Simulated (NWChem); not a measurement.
Molecule: C₄H₆O; SMILES C1C(CO1)=C

```xyz
11

C      0.0000     0.0000    -1.9324
C      0.0000     0.0000    -0.5955
C      0.0000     1.0383     0.5052
O      0.0000     0.0000     1.5133
C      0.0000    -1.0383     0.5052
H      0.0000    -0.9414    -2.5037
H      0.0000     0.9414    -2.5037
H     -0.9045     1.6898     0.5587
H      0.9045     1.6898     0.5587
H      0.9045    -1.6898     0.5587
H     -0.9045    -1.6898     0.5587
```
Atoms are numbered in this order, from 1.

Program: NWChem. Geometry: optimised at PBE-D3(BJ)/def2-SVP. Level: PBE0/def2-SVP with SMD (1 M gas to 1 M solution), gas-phase geometry.

For solvent N,N-dimethylformamide:

cavity-dispersion-structure term (kcal/mol): -0.2

Q: How do the values read with solvent chlorobenzene instead?

A: 
| Quantity | Result |
|---|---|
| cavity-dispersion-structure term (kcal/mol) | -1.3 |
